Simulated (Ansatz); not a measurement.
**One arrangement of a pair**

The pair of Cu⁺ (SMILES [Cu+], atom 1) and CH3F (SMILES CF, atoms 2–6), both closed shells, in one local arrangement (a lower one may exist), relaxed at PBE0-D4/def2-TZVP:

```csv
atom,x (Å),y (Å),z (Å)
Cu1,-0.0732,-0.0041,-2.6230
C2,0.0583,0.0209,0.6191
F3,-0.4869,-0.2280,-0.6953
H4,0.1967,1.0954,0.7042
H5,0.9932,-0.5295,0.6817
H6,-0.6880,-0.3546,1.3133
```

Program: Ansatz 0.2.0. Basis: def2-TZVPPD, with def2-QZVPPD for the basis limit. Cores are frozen in the correlated methods. The 3s and 3p shells of Cu and Zn are frozen; filled d shells are correlated. B3LYP uses VWN-RPA correlation. Extrapolation: Hartree–Fock as exp(−7.88 √X), correlation as X^−2.97. Interaction energies count from these two fragments, frozen as in the pair, with the counterpoise correction; negative means bound.

Problem. What is the interaction energy by CCSD(T) at an estimated basis limit (MP2 extrapolated from triple and quadruple zeta, plus CCSD(T) − MP2 in triple zeta)? (An estimate is asked for; the value comes from the calculation.)

Solution. The calculation gives: -29.39 kcal/mol. Hartree–Fock alone gives -24.23 kcal/mol at the basis limit. It counts from the two fragments frozen as in the pair.

The same quantity by other methods in triple zeta, and each one's difference from that estimate:
```
   method  E_int (kcal/mol)  difference
   PBE-D4            -32.15       -2.76
revPBE-D4            -29.08        0.30
  BLYP-D4            -32.67       -3.28
r2SCAN-D4            -34.02       -4.63
   B97M-V            -33.24       -3.86
  PBE0-D4            -30.04       -0.65
 B3LYP-D4            -31.40       -2.01
 HSE06-D4            -29.93       -0.54
  wB97X-V            -29.83       -0.45
  wB97M-V            -29.68       -0.30
   B2PLYP            -29.53       -0.15
       HF            -23.85        5.53
      MP2            -27.19        2.20
     CCSD            -26.40        2.99
  CCSD(T)            -26.80        2.59
```
Differences are method less estimate.

Problem. Which atoms make the shortest contact between the fragments?

Solution. Cu1 and F3, 1.98 Å apart.

Energy to bend the free fragments (PBE0-D4 minima) into their shapes in the pair, CCSD(T)/def2-TZVPPD: CH3F 1.17 kcal/mol. This must be added to the interaction energy to get the binding energy from relaxed fragments.

Basis-set superposition shift (counterpoise-corrected less uncorrected): CCSD(T) 1.35; MP2 1.21; HF 0.31; PBE0-D4 0.35; wB97M-V 0.31 kcal/mol.

T1 diagnostic: at most 0.017.

For scale, one of the runs: CCSD(T)/def2-TZVPPD, 195 basis functions, launched by `ansatz run in.yaml --threads 4 --pin off --events-out ev --progress --plain --max-ram 9574MiB`. The run took 28 s on 4 CPU threads of an AMD EPYC 7R43 (shared host), with 2.2 GiB of host memory at its peak.
